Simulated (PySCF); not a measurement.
## Excitation energy of Tl⁺ by level of theory

Tl⁺ [Xe] 4f14 5d10 6s2 (1S) → Tl⁺ [Xe] 4f14 5d10 6s1 6d1 (3D), as a difference of total energies. Calculation: PySCF 2.14, in aug-cc-pwCVTZ-DK3 (11s10p8d5f1g, 125 functions); the spin-free X2C one-electron Hamiltonian (Gaussian nucleus). The calculations carry no spin-orbit coupling.

| method | excitation energy (eV) |
| --- | --- |
| UHF | 12.689 |
| TPSSh | 13.905 |
| B3LYP | 14.102 |

Task: Which method comes closest to the reference value, and which is furthest?

Result: The reference is 14.452 eV (measured; NIST levels, between the centres of gravity of the two terms). Closest: B3LYP (error -0.350 eV); furthest: UHF (error -1.763 eV).
